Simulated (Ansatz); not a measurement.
Ansatz results at the PBE0-D4/def2-TZVP geometry: size of the dipole moment (PBE/def2-TZVPP) 2.20 D; LUMO energy (ωB97M-V/def2-TZVPP) 1.50 eV; HOMO energy (PBE0/def2-TZVPP) -7.07 eV.

Each molecule was computed in one conformer, which needn't be the lowest.

Q: Which molecule gave them?
A. `C[S][SbH][CH3]`
B. `[CH3][AlH][BH]S`
C. `[SiH3][CH2][SnH2][SH]`
D. `[SiH3]CCSS`

A: D. The others give `[SiH3][CH2][SnH2][SH]`: 2.12, 1.16, -7.19; `[CH3][AlH][BH]S`: 1.00, 0.23, -7.14; `C[S][SbH][CH3]`: 1.60, 0.90, -6.50.
